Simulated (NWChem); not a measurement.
Program: NWChem. System: HGe, charge 0, spin multiplicity 2, optimised in this run. The structure started from a generated list of species. Its SCF solution wasn't tested for a lower state. Level: UPBE0/def2-SVP.

The NWChem input:

```
start mol
memory heap 200 mb stack 900 mb global 1100 mb
geometry units angstroms
  Ge     0.000000     0.000000     0.049513
  H      0.000000     0.000000    -1.584420
  symmetry group C2v
end
basis spherical
  * library def2-svp
end
dft
  xc pbe0
  odft
  mult 2
  semidirect memsize 60000000 filesize 0
  iterations 100
end
driver
  maxiter 80
end
task dft optimize
task dft freq
```

Output (cleaned and shortened):

```
             Northwest Computational Chemistry Package (NWChem) 7.3.0
             --------------------------------------------------------

                                NWChem Input Module
                                -------------------

 Scaling coordinates for geometry "geometry" by  1.889725989
 (inverse scale =  0.529177249)

 Turning off AUTOSYM since
 SYMMETRY directive was detected!

          ------
          auto-z
          ------

                             Geometry "geometry" -> ""
                             -------------------------

 Output coordinates in angstroms (scale by  1.889725989 to convert to a.u.)

  No.       Tag          Charge          X              Y              Z
 ---- ---------------- ---------- -------------- -------------- --------------
    1 Ge                  32.0000     0.00000000     0.00000000     0.04951312
    2 H                    1.0000     0.00000000     0.00000000    -1.58441988

 Effective nuclear repulsion energy (a.u.)      10.3637492896

            Nuclear Dipole moment (a.u.)
            ----------------------------
        X                 Y               Z
 ---------------- ---------------- ----------------
     0.0000000000     0.0000000000     0.0000000000

      Symmetry information
      --------------------

 Group name             C2v
 Group number             16
 Group order               4
 No. of unique centers     2

      Symmetry unique atoms

     1    2


 Summary of "ao basis" -> "" (spherical)
 ------------------------------------------------------------------------------
       Tag                 Description            Shells   Functions and Types
 ---------------- ------------------------------  ------  ---------------------
 *                          def2-svp                  on all atoms

                           NWChem Geometry Optimization
                           ----------------------------

 maximum gradient threshold         (gmax) =   0.000450
 rms gradient threshold             (grms) =   0.000300
 maximum cartesian step threshold   (xmax) =   0.001800
 rms cartesian step threshold       (xrms) =   0.001200
 fixed trust radius                (trust) =   0.300000
 maximum step size to saddle      (sadstp) =   0.100000
 energy precision                  (eprec) =   5.0D-06
 maximum number of steps          (nptopt) =   80
 initial hessian option           (inhess) =    0
 line search option               (linopt) =    1
 hessian update option            (modupd) =    1
 saddle point option              (modsad) =    0
 initial eigen-mode to follow     (moddir) =    0
 initial variable to follow       (vardir) =    0
 follow first negative mode     (firstneg) =    T
 apply conjugacy                    (opcg) =    F
 source of zmatrix                         =   autoz

          -------------------
          Energy Minimization
          -------------------

 Names of Z-matrix variables
    1

 Variables with the same non-blank name are constrained to be equal

 Using diagonal initial Hessian
 Scaling for Hessian diagonals: bonds = 1.00  angles = 0.25  torsions = 0.10

          --------
          Step   0
          --------

                         Geometry "geometry" -> "geometry"
                         ---------------------------------

 Output coordinates in angstroms (scale by  1.889725989 to convert to a.u.)

  No.       Tag          Charge          X              Y              Z
 ---- ---------------- ---------- -------------- -------------- --------------
    1 Ge                  32.0000     0.00000000     0.00000000     0.04951312
    2 H                    1.0000     0.00000000     0.00000000    -1.58441988

 Effective nuclear repulsion energy (a.u.)      10.3637492896

            Nuclear Dipole moment (a.u.)
            ----------------------------
        X                 Y               Z
 ---------------- ---------------- ----------------
     0.0000000000     0.0000000000     0.0000000000

      Symmetry information
      --------------------

 Group name             C2v
 Group number             16
 Group order               4
 No. of unique centers     2

      Symmetry unique atoms

     1    2

                                 NWChem DFT Module
                                 -----------------

 Summary of "ao basis" -> "ao basis" (spherical)
 ------------------------------------------------------------------------------
       Tag                 Description            Shells   Functions and Types
 ---------------- ------------------------------  ------  ---------------------
 Ge                         def2-svp                12       32   5s4p3d
 H                          def2-svp                 3        5   2s1p

 Summary of "ao basis" -> "ao basis" (spherical)
 ------------------------------------------------------------------------------
       Tag                 Description            Shells   Functions and Types
 ---------------- ------------------------------  ------  ---------------------
 Ge                         def2-svp                12       32   5s4p3d
 H                          def2-svp                 3        5   2s1p

      Symmetry analysis of basis
      --------------------------

        a1         18
        a2          3
        b1          8
        b2          8

            General Information
            -------------------
          SCF calculation type: DFT
          Wavefunction type:  spin polarized.
          No. of atoms     :     2
          No. of electrons :    33
           Alpha electrons :    17
            Beta electrons :    16
[...]
     ---------------------------------

     L   x y z        total         alpha         beta         nuclear
     -   - - -        -----         -----         ----         -------
     0   0 0 0     -0.000000    -17.000000    -16.000000     33.000000

     1   1 0 0      0.000000      0.000000      0.000000      0.000000
     1   0 1 0      0.000000      0.000000     -0.000000      0.000000
     1   0 0 1     -0.000225      0.425044      0.443905     -0.869174

     2   2 0 0    -11.511211     -6.646994     -4.864217      0.000000
     2   1 1 0      0.000000      0.000000     -0.000000      0.000000
     2   1 0 1      0.000000      0.000000      0.000000      0.000000
     2   0 2 0    -15.073118    -10.388577     -4.684541      0.000000
     2   0 1 1     -0.000000     -0.000000      0.000000      0.000000
     2   0 0 2    -15.436465    -12.979193    -11.392318      8.935047

 HESSIAN: the one electron contributions are done in       0.0s

 HESSIAN: 2-el 1st deriv. term done in                     0.2s

 HESSIAN: 2-el 2nd deriv. term done in                     0.4s

 HESSIAN: the two electron contributions are done in       1.6s

                                NWChem CPHF Module
                                ------------------

  scftype          =     UHF
  nalpha           =       17
  nbeta            =       16
  variables        =      676
  # of vectors     =        6
  tolerance        = 0.10D-03
  level shift      = 0.00D+00
  max iterations   =       50
  max subspace     =       60

  int2e_file: Failed to allocate cache ... halving
 Grid integrated density:      33.000000571297
 Requested integration accuracy:   0.10E-13
 SCF residual:    1.6759463444620557E-006

Iterative solution of linear equations
  No. of variables      676
  No. of equations        6
  Maximum subspace       60
        Iterations       50
       Convergence  1.0D-04

   iter   nsub   residual    time
   ----  ------  --------  ---------
     1      6    2.01D-02       5.3
     2     12    1.13D-02       6.0
     3     18    1.64D-03       6.6
     4     24    2.59D-04       7.2
     5     30    1.28D-04       7.9
     6     36    2.52D-05       8.5

 HESSIAN: the CPHF contributions are done

 Derivative Dipole

 X vector of derivative dipole (au) [debye/angstrom]
 d_dipole_x/<atom=   1,x> =    -0.0001     [   -0.0002]
 d_dipole_x/<atom=   1,y> =     0.0000     [    0.0000]
 d_dipole_x/<atom=   1,z> =     0.0000     [    0.0000]
 d_dipole_x/<atom=   2,x> =     0.0001     [    0.0002]
 d_dipole_x/<atom=   2,y> =    -0.0000     [   -0.0000]
 d_dipole_x/<atom=   2,z> =    -0.0000     [   -0.0000]

 Y vector of derivative dipole (au) [debye/angstrom]
 d_dipole_y/<atom=   1,x> =     0.0000     [    0.0000]
 d_dipole_y/<atom=   1,y> =    -0.0001     [   -0.0003]
 d_dipole_y/<atom=   1,z> =     0.0000     [    0.0000]
 d_dipole_y/<atom=   2,x> =    -0.0000     [   -0.0000]
 d_dipole_y/<atom=   2,y> =     0.0001     [    0.0004]
 d_dipole_y/<atom=   2,z> =    -0.0000     [   -0.0000]

 Z vector of derivative dipole (au) [debye/angstrom]
 d_dipole_z/<atom=   1,x> =     0.0000     [    0.0000]
 d_dipole_z/<atom=   1,y> =     0.0000     [    0.0000]
 d_dipole_z/<atom=   1,z> =     0.6202     [    2.9791]
 d_dipole_z/<atom=   2,x> =    -0.0000     [   -0.0000]
 d_dipole_z/<atom=   2,y> =    -0.0000     [   -0.0000]
 d_dipole_z/<atom=   2,z> =    -0.6202     [   -2.9791]

 HESSIAN: the Hessian is done

  Vibrational analysis via the FX method

  See chapter 2 in "Molecular Vibrations" by Wilson, Decius and Cross

  Vib: Default input used

 ---------------------------- Atom information ----------------------------
     atom    #        X              Y              Z            mass
 --------------------------------------------------------------------------
    Ge       1  0.0000000D+00  0.0000000D+00  6.5528346D-02  7.3921900D+01
    H        2  0.0000000D+00  0.0000000D+00 -2.9660815D+00  1.0078250D+00
 --------------------------------------------------------------------------

          ----------------------------------------------------
          MASS-WEIGHTED NUCLEAR HESSIAN (Hartree/Bohr/Bohr/Kamu)
          ----------------------------------------------------

               1            2            3            4            5            6
   ----- ----- ----- ----- -----
    1    9.16479D-05
    2   -2.08037D-07  3.25602D-04
    3   -7.17903D-07  9.40696D-08  1.85925D+00
    4   -1.10853D-04 -1.59920D-07  1.17690D-06  9.71600D-04
    5    2.69495D-07 -3.84901D-04 -1.57082D-08 -2.29479D-06  3.34307D-03
    6    4.78305D-07 -1.61241D-07 -1.59268D+01 -4.01506D-06  1.27910D-06  1.36403D+02


 ----------------------------------------------------------------------------
 Normal Eigenvalue ||         Derivative Dipole Moments (debye/angs)
  Mode   [cm**-1]  ||      [d/dqX]             [d/dqY]           [d/dqZ]
 ------ ---------- || ------------------ ------------------ -----------------
    1       -3.266 ||      -0.000              -0.000             0.000
    2        1.435 ||       0.000               0.000            -0.000
    3        2.707 ||       0.000               0.000            -0.000
    4        5.103 ||       0.000              -0.000            -0.000
    5        9.467 ||      -0.000               0.000            -0.000
    6     1911.420 ||      -0.000              -0.000            -2.988
 ----------------------------------------------------------------------------

 ----------------------------------------------------------------------------
 Normal Eigenvalue ||                 Infra Red Intensities
  Mode   [cm**-1]  || [atomic units] [(debye/angs)**2] [(KM/mol)] [arbitrary]
 ------ ---------- || -------------- ----------------- ---------- -----------
    1       -3.266 ||    0.000000           0.000         0.000       0.000
    2        1.435 ||    0.000000           0.000         0.000       0.000
    3        2.707 ||    0.000000           0.000         0.000       0.000
    4        5.103 ||    0.000000           0.000         0.000       0.000
    5        9.467 ||    0.000000           0.000         0.000       0.000
    6     1911.420 ||    0.386903           8.926       377.172      60.000
 ----------------------------------------------------------------------------

        Vibrational analysis via the FX method
  --- with translations and rotations projected out ---
  --- via the Eckart algorithm                      ---
 Dependent rotation vector no.                    3
  found in ECKART; assuming linear geometry
 Projected Nuclear Hessian trans-rot subspace norm:1.9259D-34
                         (should be close to zero!)

          --------------------------------------------------------
          MASS-WEIGHTED PROJECTED HESSIAN (Hartree/Bohr/Bohr/Kamu)
          --------------------------------------------------------

               1            2            3            4            5            6
   ----- ----- ----- ----- -----
    1    0.00000D+00
    2    0.00000D+00  0.00000D+00
    3   -1.79039D-22 -3.35698D-23  1.85956D+00
    4    0.00000D+00  2.39586D-23 -8.14592D-22  0.00000D+00
    5   -4.79172D-23 -4.90672D-20 -2.39586D-23  0.00000D+00  0.00000D+00
    6    8.62509D-22  2.15627D-22 -1.59259D+01  6.56607D-21  2.05190D-22  1.36395D+02

 center of mass
 --------------
 x =   0.00000000 y =   0.00000000 z =   0.02475238

 moments of inertia (a.u.)
 ------------------
           9.137991238797           0.000000000000           0.000000000000
           0.000000000000           9.137991238797           0.000000000000
           0.000000000000           0.000000000000           0.000000000000

 Rotational Constants
 --------------------
 A=   0.000000 cm-1  (  0.000000 K)
 B=   6.587900 cm-1  (  9.478307 K)
 C=   6.587900 cm-1  (  9.478307 K)

 Temperature                      =   298.15K
 frequency scaling parameter      =   1.0000

 Linear Molecule

 Zero-Point correction to Energy  =    2.731 kcal/mol  (  0.004352 au)
 Thermal correction to Energy     =    4.212 kcal/mol  (  0.006713 au)
 Thermal correction to Enthalpy   =    4.804 kcal/mol  (  0.007656 au)

 Total Entropy                    =   47.679 cal/mol-K
   - Translational                =   38.840 cal/mol-K (mol. weight =  74.9297)
   - Rotational                   =    8.836 cal/mol-K (symmetry #  =        1)
   - Vibrational                  =    0.002 cal/mol-K

 Cv (constant volume heat capacity) =    4.982 cal/mol-K
   - Translational                  =    2.979 cal/mol-K
   - Rotational                     =    1.986 cal/mol-K
   - Vibrational                    =    0.017 cal/mol-K


 ----------------------------------------------------------------------------
 Normal Eigenvalue ||    Projected Derivative Dipole Moments (debye/angs)
  Mode   [cm**-1]  ||      [d/dqX]             [d/dqY]           [d/dqZ]
 ------ ---------- || ------------------ ------------------ -----------------
    1       -0.000 ||       0.000              -0.000            -0.000
    2        0.000 ||      -0.000               0.000             0.000
    3        0.000 ||       0.000              -0.000             0.000
    4        0.000 ||       0.000              -0.000            -0.000
    5        0.000 ||      -0.000               0.000            -0.000
    6     1911.365 ||      -0.000              -0.000            -2.988
 ----------------------------------------------------------------------------

 ----------------------------------------------------------------------------
 Normal Eigenvalue ||           Projected Infra Red Intensities
  Mode   [cm**-1]  || [atomic units] [(debye/angs)**2] [(KM/mol)] [arbitrary]
 ------ ---------- || -------------- ----------------- ---------- -----------
    1       -0.000 ||    0.000000           0.000         0.000       0.000
    2        0.000 ||    0.000000           0.000         0.000       0.000
    3        0.000 ||    0.000000           0.000         0.000       0.000
    4        0.000 ||    0.000000           0.000         0.000       0.000
    5        0.000 ||    0.000000           0.000         0.000       0.000
    6     1911.365 ||    0.386903           8.926       377.172      60.000
 ----------------------------------------------------------------------------

 Task  times  cpu:        6.6s     wall:        6.6s

 Total times  cpu:        8.5s     wall:        8.5s
```
